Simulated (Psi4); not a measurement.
C$_{8}$H$_{12}$Sn (SMILES C=[CH][Sn]([CH]=C)([CH]=C)[CH]=C), singlet, at a GFN2-xTB geometry (such geometries of metal compounds can be far from the true shape) (all electrons, no relativity), atoms displaced at random by about 0.002 Å a coordinate; M06-2X/3-21G (Psi4 1.11).

Here is a job for Psi4.
```
memory 2 GB

molecule {
0 1
  C    -2.34976150    1.98478398   -0.10311663
  C    -1.31258964    1.62552701    0.63125552
  Sn    0.11211778    0.07754161    0.09703667
  C    -0.30672578   -1.70880459    1.27476240
  C    -1.41003916   -1.90172108    1.97028262
  C    -0.05608421   -0.38497770   -2.02115037
  C    -0.48123780   -1.52883204   -2.52040649
  C     2.12325740    0.77520812    0.52273892
  C     3.14432448    0.69022399   -0.30745260
  H    -2.56298026    1.52320125   -1.05319735
  H    -3.03466075    2.75790570    0.21442515
  H    -1.14236192    2.12452195    1.57865376
  H     0.45881077   -2.47264811    1.26825723
  H    -2.19579311   -1.16720035    2.00984833
  H    -1.57503555   -2.80741292    2.53568820
  H     0.23627831    0.40488380   -2.69747104
  H    -0.78682194   -2.34864898   -1.88718433
  H    -0.55171752   -1.69879715   -3.58165098
  H     2.27650250    1.21858367    1.50010891
  H     4.12979774    1.05459257   -0.04259402
  H     3.05298642    0.26032358   -1.28984931
}

set basis 3-21g
set scf_type pk

energy('m06-2x')
print_variables()
```

What the program printed (banner, timings and long lists left out):

```
   => Loading Basis Set <=

    Name: 3-21G
    Role: ORBITAL
    Keyword: BASIS

         ---------------------------------------------------------
                                   SCF
               by Justin Turney, Rob Parrish, Andy Simmonett
                          and Daniel G. A. Smith
                              RKS Reference
         ---------------------------------------------------------

  ==> Geometry <==

    Molecular point group: c1
    Full point group: C1

    Geometry (in Angstrom), charge = 0, multiplicity = 1:

       Center              X                  Y                   Z               Mass
    ------------   -----------------  -----------------  -----------------  -----------------
         C           -2.367080372586     1.972702182122    -0.118650222150    12.000000000000
         C           -1.329908512586     1.613445212122     0.615721927850    12.000000000000
         SN           0.094798907414     0.065459812122     0.081503077850   119.902201630000
         C           -0.324044652586    -1.720886387878     1.259228807850    12.000000000000
         C           -1.427358032586    -1.913802877878     1.954749027850    12.000000000000
         C           -0.073403082586    -0.397059497878    -2.036683962150    12.000000000000
         C           -0.498556672586    -1.540913837878    -2.535940082150    12.000000000000
         C            2.105938527414     0.763126322122     0.507205327850    12.000000000000
         C            3.127005607414     0.678142192122    -0.322986192150    12.000000000000
         H           -2.580299132586     1.511119452122    -1.068730942150     1.007825032230
         H           -3.051979622586     2.745823902122     0.198891557850     1.007825032230
         H           -1.159680792586     2.112440152122     1.563120167850     1.007825032230
         H            0.441491897414    -2.484729907878     1.252723637850     1.007825032230
         H           -2.213111982586    -1.179282147878     1.994314737850     1.007825032230
         H           -1.592354422586    -2.819494717878     2.520154607850     1.007825032230
         H            0.218959437414     0.392802002122    -2.713004632150     1.007825032230
         H           -0.804140812586    -2.360730777878    -1.902717922150     1.007825032230
         H           -0.569036392586    -1.710878947878    -3.597184572150     1.007825032230
[...]
   @RKS iter   4: -6309.70291830755559   -3.72850e-03   2.42645e-04 ADIIS/DIIS
   @RKS iter   5: -6309.70339711649922   -4.78809e-04   1.03283e-04 ADIIS/DIIS
   @RKS iter   6: -6309.70349368151074   -9.65650e-05   1.45405e-05 DIIS
   @RKS iter   7: -6309.70349601834278   -2.33683e-06   2.97790e-06 DIIS
   @RKS iter   8: -6309.70349608450397   -6.61612e-08   2.16578e-06 DIIS
   @RKS iter   9: -6309.70349612601512   -4.15112e-08   2.02621e-07 DIIS
  Energy and wave function converged.

  ==> Post-Iterations <==

   Electrons on quadrature grid:
      Ntotal   =  110.0000264128 ; deviation = 2.641e-05

    Orbital Energies [Eh]
    ---------------------

    Doubly Occupied:

[...]
      55A     -0.309821

    Virtual:

[...]
    Final Occupation by Irrep:
              A
    DOCC [    55 ]
    NA   [    55 ]
    NB   [    55 ]

  @RKS Final Energy: -6309.70349612601512

   => Energetics <=

    Nuclear Repulsion Energy =            867.9960254212168138
    One-Electron Energy =              -10419.0136600044206716
    Two-Electron Energy =                3340.0327216484070050
    DFT Exchange-Correlation Energy =     -98.7185831912172347
    Empirical Dispersion Energy =           0.0000000000000000
    VV10 Nonlocal Energy =                  0.0000000000000000
    Total Energy =                      -6309.7034961260142154

Computation Completed

Properties will be evaluated at   0.000000,   0.000000,   0.000000 [a0]

Properties computed using the SCF density matrix

 Multipole Moments:

 ------------------------------------------------------------------------------------
     Multipole            Electronic (a.u.)      Nuclear  (a.u.)        Total (a.u.)
 ------------------------------------------------------------------------------------

 L = 1.  Multiply by 2.5417464519 to convert [e a0] to [Debye]
 Dipole X            :          3.5292857           -3.5665171           -0.0372314
 Dipole Y            :          2.4309184           -2.4456195           -0.0147011
 Dipole Z            :          3.0316667           -3.0620118           -0.0303451
 Magnitude           :                                                    0.0502307

 ------------------------------------------------------------------------------------

  Variable Map:
  ----------------------------------------------------------------------------
[...]
  Array Variable Map:
  ----------------------------------------------------------------------------
[...]
[...]
```
